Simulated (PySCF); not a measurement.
CH5ClF2Si2.

```xyz
11

F     -1.2823    -2.1584     0.3852
C     -1.5478    -0.8019     0.5672
Si    -0.1365     0.1610    -0.2462
F     -0.4021     0.2158    -1.8526
Si     1.9357    -0.8291     0.1947
Cl    -0.2180     2.1111     0.4617
H     -1.6013    -0.5841     1.6486
H     -2.5274    -0.5556     0.1203
H      2.0143    -2.1583    -0.4713
H      3.0304     0.0551    -0.2945
H      2.0488    -0.9971     1.6718
```

The structure is a stationary point at B3LYP-D3(BJ)/def2-SVP. The structure was generated by enumeration; whether it is a known compound was not checked. Other conformers were not sampled.

Computed with PBE/pcSseg-1 in PySCF. Non-relativistic, no solvent.

Computed absolute GIAO shielding of each atom: isotropic value and principal components (ppm):
```json
[
 {"atom": "F1", "σ(iso)": "454.6", "σ11": "411.7", "σ22": "467.6", "σ33": "484.4", "span": "72.7"},
 {"atom": "C2", "σ(iso)": "93.6", "σ11": "53.9", "σ22": "70.9", "σ33": "155.9", "span": "102.0"},
 {"atom": "Si3", "σ(iso)": "291.7", "σ11": "242.4", "σ22": "294.1", "σ33": "338.6", "span": "96.2"},
 {"atom": "F4", "σ(iso)": "307.7", "σ11": "240.6", "σ22": "324.6", "σ33": "357.9", "span": "117.3"},
 {"atom": "Si5", "σ(iso)": "448.5", "σ11": "446.2", "σ22": "447.6", "σ33": "451.7", "span": "5.4"},
 {"atom": "Cl6", "σ(iso)": "843.1", "σ11": "658.3", "σ22": "909.1", "σ33": "961.8", "span": "303.5"},
 {"atom": "H7", "σ(iso)": "26.7", "σ11": "22.7", "σ22": "27.2", "σ33": "30.3", "span": "7.7"},
 {"atom": "H8", "σ(iso)": "26.3", "σ11": "22.5", "σ22": "26.8", "σ33": "29.5", "span": "7.0"},
 {"atom": "H9", "σ(iso)": "27.4", "σ11": "24.0", "σ22": "25.7", "σ33": "32.6", "span": "8.6"},
 {"atom": "H10", "σ(iso)": "27.7", "σ11": "24.5", "σ22": "25.8", "σ33": "32.8", "span": "8.2"},
 {"atom": "H11", "σ(iso)": "27.7", "σ11": "24.7", "σ22": "25.9", "σ33": "32.5", "span": "7.8"}
]
```
